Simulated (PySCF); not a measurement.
# Bromine: a sound run and one with changed settings

Sound run: Br⁺ [Ar] 3d10 4s2 4p4, Br²⁺ [Ar] 3d10 4s2 4p3. Computed with PySCF 2.14 in def2-TZVP, with no relativity, point nucleus. In the sound run the correlated levels freeze [Ar] 3d10. The sound run starts from symmetry-adapted Hartree-Fock orbitals and uses a fine grid where one is needed.

Changed run: a valence shell is frozen. This setting is unsound on purpose.

| species | method | sound run (hartree) | changed run (hartree) | converged |
| --- | --- | --- | --- | --- |
| Br⁺ | MP2 | -2572.10699 | -2572.05027 | yes |
| Br⁺ | CCSD(T) | -2572.12992 | -2572.05917 | yes |
| Br²⁺ | MP2 | -2571.33760 | -2571.27569 | yes |
| Br²⁺ | CCSD(T) | -2571.35531 | -2571.28056 | yes |

Ionisation energy of Br⁺:

```json
{"method": "UHF", "sound run (eV)": "20.261", "changed run (eV)": "20.261"}
{"method": "MP2", "sound run (eV)": "20.936", "changed run (eV)": "21.077"}
{"method": "SCS-MP2", "sound run (eV)": "21.005", "changed run (eV)": "21.248"}
{"method": "CCSD", "sound run (eV)": "21.054", "changed run (eV)": "21.163"}
{"method": "CCSD(T)", "sound run (eV)": "21.078", "changed run (eV)": "21.187"}
```

Freezing a valence shell removes pair correlation that changes on ionisation.

For comparison, NIST gives 21.591 eV between the lowest levels.
